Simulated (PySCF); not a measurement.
Structure problem from calculated spectra and properties.

Formula: C6H12Si.

| Property | Result |
| --- | --- |
| UV, strongest line | among the 8 lowest singlet transitions: S4 at 6.59 eV (188 nm, f = 0.072) [TDDFT PBE0/def2-SVPD] |
| Triplet | lowest triplet excitation (Tamm–Dancoff): 5.36 eV [TDA PBE0/def2-SVPD] |
| Dipole | 0.26 D [PBE0/def2-SVPD] |
| Rotational structure | rotational constants A, B, C: 3.703, 0.927, 0.777 GHz [GFN2-xTB] |
| 1H NMR | chemical shifts (computed TMS as zero) by class: 3.98 (3 H), 2.28 (2 H), 1.83 (2 H), 1.45 (2 H), 1.17 (3 H) ppm [GIAO PBE0/pcSseg-1] |
| Polarisability | 100.3 au [PBE0/def2-SVPD] |
| 13C NMR | chemical shifts (computed TMS as zero) by class: 86.3 (1 C), 84.5 (1 C), 26.8 (1 C), 23.4 (1 C), 15.3 (1 C), 0.1 (1 C) ppm [GIAO PBE0/pcSseg-1] |
| NMR, other nuclei | isotropic shieldings of nuclei other than C and H, by class: 419 (1 Si) ppm [GIAO PBE0/pcSseg-1] |

The electronic properties come from PySCF, for the isolated species, density fitting. Levels stand in brackets. The structure is a single GFN2-xTB conformer in the gas phase; no vibrational or solvent corrections. NMR values are class means; diastereotopic atoms form classes of their own.

Question: Propose a structure and show how it fits.

Answer: Numbering: `[CH3:1][CH2:2][CH2:3][C:4]#[C:5][CH2:6][SiH3:7]`. Its formula, C6H12Si, gives 2 degrees of unsaturation: 0 rings and 2 π bonds in the structure found. 6 carbons fall into 6 classes; from least to most shielded: alkyne carbon [C4] (86.3 ppm), alkyne carbon [C5] (84.5 ppm), chain CH2 carbon [C2] (26.8 ppm), propargylic carbon [C3] (23.4 ppm), methyl carbon [C1] (15.3 ppm), sp3 carbon bound to silicon [C6] (0.1 ppm). Hydrogen classes from least to most shielded: 3 H on an SiH3 silicon, Si7 (3.98 ppm), 2 H on a propargylic carbon, C3 (2.28 ppm, a mean of values up to 0.5 ppm apart in this geometry), 2 H on an sp3 carbon bound to silicon, C6 (1.83 ppm), 2 H on a chain CH2 carbon, C2 (1.45 ppm), 3 H on a methyl carbon, C1 (1.17 ppm, a mean of values up to 1.1 ppm apart in this geometry). The other shieldings belong to: 419 ppm, SiH3 silicon [Si7]. The optimised geometry has point group C1 and is an asymmetric top. Structure: `CCCC#CC[SiH3]`. Computed isomers that give other values at the same levels: `C=C(C)C1C[SiH2]C1` (13C chemical shifts (computed TMS as zero) by class: 173.1 (1 C), 115.0 (1 C), 40.4 (1 C), 29.0 (1 C), 20.9 (2 C) ppm); `CC(C)C1=C[SiH2]C1` (13C chemical shifts (computed TMS as zero) by class: 183.4 (1 C), 130.5 (1 C), 41.1 (1 C), 22.6 (2 C), 13.6 (1 C) ppm); `C#CCC(C)(C)[SiH3]` (13C chemical shifts (computed TMS as zero) by class: 88.3 (1 C), 78.7 (1 C), 34.1 (1 C), 28.4 (2 C), 23.6 (1 C) ppm). The assignments are read from this structure; whether some other isomer fits the data as well wasn't checked.

The values belong to the conformer `[CH3:1][CH2:2][CH2:3][C:4]#[C:5][CH2:6][SiH3:7]`: C1–C2–C3–C4 64°.
